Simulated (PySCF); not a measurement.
## Frontier levels across methods

CH5ClOSi.
Geometry (PBE0-D3(BJ)/def2-SVP, Å), atoms numbered from 1 in this order:
```xyz
9
CH5ClOSi angstrom
C     -0.024    2.515   -1.122
O      1.289    2.889   -1.440
Si     2.649    2.160   -0.854
Cl     4.246    3.082   -1.754
H     -0.252    1.486   -1.456
H     -0.223    2.578   -0.037
H     -0.716    3.200   -1.634
H      2.677    0.713   -1.209
H      2.768    2.344    0.620
```

Basis pcSseg-2 throughout (PySCF), one geometry. Isolated species at its PBE0-D3(BJ)/def2-SVP geometry (one conformer only).

Q: How do the orbital energies, the gap and the dipole change with the method?

A: 
```
   method                    kind  HOMO (eV)  LUMO (eV)  gap (eV)  μ (D)  SCF cycles
     BLYP                     GGA      -6.88      -0.69      6.20   2.40          15
     OPBE                     GGA      -6.94      -0.57      6.36   2.35          15
      PBE                     GGA      -6.96      -0.78      6.18   2.38          15
    B97-D                     GGA      -7.01      -0.62      6.39   2.43          15
      LDA                     LDA      -7.05      -1.04      6.01   2.48          14
     BP86                     GGA      -7.08      -0.78      6.29   2.41          15
      KT2                     GGA      -7.08      -0.89      6.19   2.38          16
      KT3                     GGA      -7.12      -0.82      6.30   2.36          16
    B97-2           global hybrid      -8.23       0.07      8.30   2.52          12
    B3LYP           global hybrid      -8.26      -0.21      8.05   2.53          13
     PBE0           global hybrid      -8.48       0.04      8.51   2.53          12
 mPW1PW91           global hybrid      -8.52       0.04      8.56   2.54          12
CAM-B3LYP  range-separated hybrid      -9.92       0.87     10.79   2.63          12
BHandHLYP           global hybrid      -9.92       0.74     10.66   2.68          11
  wB97X-D  range-separated hybrid     -10.39       1.77     12.16   2.59          13
  LC-wPBE  range-separated hybrid     -11.26       2.03     13.29   2.69          12
       HF            Hartree–Fock     -12.09       2.49     14.57   2.82          10
```

The HOMO spans 5.20 eV, from BLYP down to HF, and the gap runs from 6.01 eV (LDA) to 14.57 eV (HF). Over the methods BLYP (0 %), OPBE (0 %), PBE (0 %), B97-D (0 %), LDA (0 %), BP86 (0 %), KT2 (0 %), KT3 (0 %), B97-2 (21 %), B3LYP (20 %), PBE0 (25 %), mPW1PW91 (25 %), BHandHLYP (50 %), HF (100 %), a straight line through the gap against the share of exact exchange rises by 0.85 eV for each 10 % (correlation coefficient 0.998). The dipole ranges from 2.35 D (OPBE) to 2.82 D (HF). This basis has no diffuse functions.
